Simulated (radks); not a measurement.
The numbers below are computed, except where a source is named.
Effect of the nuclear size on the barium ion Ba+, [Xe] 6s1. Code: a radial shooting solver on a logarithmic mesh with Libxc functionals. Model: Dirac Kohn-Sham, BLYP, spin-unpolarised, spherical densities, finite nucleus; Fermi nuclear charge, rms radius 4.8378 fm. The rms radius is varied about that value; shifts are against it.

rms radius (fm)  total energy shift (eV)  density at nucleus (e/bohr^3)  1s1/2 shift (meV)  2s1/2 shift (meV)  4p1/2 shift (meV)  5s1/2 shift (meV)  5p1/2 shift (meV)  6s1/2 shift (meV)
4.296                              -1.77                      3.304e+05               -738              -88.7              0.308             -0.587              0.098             -0.062
4.562                             -0.924                      3.266e+05               -385              -46.2              0.161             -0.306              0.051             -0.032
4.8378                                 0                      3.229e+05              0.000              0.000              0.000              0.000              0.000              0.000
5.012                              0.606                      3.207e+05                252               30.3             -0.105              0.201             -0.034              0.021
5.4716                              2.29                      3.153e+05                953                114             -0.398              0.758             -0.127              0.080

Slopes of the eigenvalues against <r^2> in GHz/fm^2, as finite differences over the two radii next to the reference (eigenvalue slopes, not the field-shift constants of lines): 1s1/2 35800, 2s1/2 4300, 4p1/2 -14.9, 5s1/2 28.4, 5p1/2 -4.76, 6s1/2 3.01.
